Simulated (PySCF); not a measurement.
Molecule: sum formula BN₂H₃Cl, charge -1, multiplicity 1. It need not be the lowest isomer of its formula. Whether it binds its extra electron was not tested at this geometry. SMILES: [NH-]B(N)Cl
Coordinates optimised at B3LYP-D3(BJ)/def2-TZVP (Ansatz):
```
B
N 1 1.3480
H 2 1.0196 1 112.53
N 1 1.4743 2 133.89 3 2.02
H 4 1.0087 1 116.74 2 -156.33
H 4 1.0097 5 111.02 1 -134.53
Cl 1 1.9315 2 118.85 3 -179.89
```
Charge -1, spin multiplicity 1.

Dispersion corrections to the total energy (kcal/mol) from the dftd3 and dftd4 libraries through PySCF: D3(BJ) without and D4 with the three-body term, each with the damping fitted for the functional named.

| functional | D3(BJ) | D4 |
|---|---|---|
| CAM-B3LYP | ? | -2.84 |
| HSE06 | ? | -2.62 |
| PW6B95 | -1.48 | ? |
| HF | -24.06 | -12.75 |
| revPBE | -7.65 | -11.23 |
| PBE0 | -2.57 | -2.83 |
| TPSSh | -3.45 | -4.18 |

Q: What belongs in the gaps?

A: 
- CAM-B3LYP, D3(BJ): -2.31
- HSE06, D3(BJ): -1.93
- PW6B95, D4: -2.98
